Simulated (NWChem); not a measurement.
# C$_{2}$H$_{8}$OSi; SMILES CCO[SiH3]

```xyz
12

Si    -0.0003     1.6553     0.0000
O      0.4135     0.0439     0.0000
C     -0.5187    -1.0115     0.0000
C      0.2148    -2.3322     0.0000
H     -0.8078     2.0038    -1.2126
H     -0.8078     2.0038     1.2126
H      1.2746     2.4214     0.0000
H     -1.1771    -0.9439     0.8887
H     -1.1771    -0.9439    -0.8887
H      0.8556    -2.4159     0.8903
H     -0.4958    -3.1725     0.0000
H      0.8556    -2.4159    -0.8903
```
Atoms are numbered in this order, from 1.

Program: NWChem. Geometry: optimised at PBE0/def2-SVP. B3LYP is NWChem's, with the RPA form of VWN correlation.

### Question
Among these, which level gives the highest value of “orbital gap (eV)”?
A) PBE0/def2-TZVP
B) B3LYP/def2-TZVP
C) PBE/def2-TZVP
D) CAM-B3LYP/def2-TZVP

### Answer
D, CAM-B3LYP/def2-TZVP. Values: PBE/def2-TZVP 5.98; B3LYP/def2-TZVP 7.92; PBE0/def2-TZVP 8.36; CAM-B3LYP/def2-TZVP 10.76
